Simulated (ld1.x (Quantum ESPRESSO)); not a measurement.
**hydrogen ultrasoft: all-electron and pseudo phase curves**

```json
{
 "Element": "hydrogen (H)",
 "Generator": "ld1.x (Quantum ESPRESSO) 7.5",
 "Type": "ultrasoft",
 "Functional": "PW91",
 "Relativity": "non-relativistic",
 "Frozen core": "none",
 "Valence charge": "1",
 "Reference configuration": "1s1",
 "Partial waves": "1s (bound): rcut 0.70, rcutus 0.95 bohr; 1s channel at 0.05 Ry: rcut 0.70, rcutus 0.95 bohr; 2p channel at 0.4 Ry: rcut 0.60, rcutus 0.80 bohr; 2p channel at 1.35 Ry: rcut 0.60, rcutus 0.80 bohr",
 "Local potential": "all-electron potential smoothed inside 0.90 bohr (lloc = -2)",
 "Core correction": "none",
 "Augmentation charge": "PSQ, radius 0.45 bohr"
}
```

The phase is arctan(r·u′/u) with u = r·R(r), unwrapped; energies in Ry, scanned from -2 to 5 Ry. A pole is an energy at which the radial function vanishes at the test radius. The pseudo phase is shifted by a multiple of π to meet the all-electron one at the reference energy, and phase errors are pseudo minus all-electron; the curves can meet again beyond the range given. Levels narrower than the energy grid can be missing from the lists of poles.

```json
{"channel": "s", "radius (bohr)": "1.04", "reference energy (Ry)": "-0.48", "poles, all-electron": "4.73", "poles, pseudo": "4.73", "unbroken range about the reference energy with phases within 0.05 rad": "the whole range", "phase error 1 Ry above the reference energy (rad)": "+0.000"}
{"channel": "p", "radius (bohr)": "1.04", "reference energy (Ry)": "0.40", "poles, all-electron": "none", "poles, pseudo": "none", "unbroken range about the reference energy with phases within 0.05 rad": "the whole range", "phase error 1 Ry above the reference energy (rad)": "-0.000"}
```

Phases in the s channel:

| E (Ry) | all-electron | pseudo |
| --- | --- | --- |
| -2.00 | 0.683 | 0.683 |
| -1.52 | 0.530 | 0.530 |
| -1.04 | 0.319 | 0.319 |
| -0.56 | 0.041 | 0.041 |
| -0.08 | -0.285 | -0.285 |
| 0.40 | -0.600 | -0.600 |
| 0.88 | -0.858 | -0.858 |
| 1.36 | -1.049 | -1.049 |
| 1.84 | -1.189 | -1.189 |
| 2.32 | -1.294 | -1.294 |
| 2.80 | -1.374 | -1.374 |
| 3.28 | -1.437 | -1.437 |
| 3.76 | -1.489 | -1.489 |
| 4.24 | -1.532 | -1.532 |
| 4.72 | -1.570 | -1.570 |
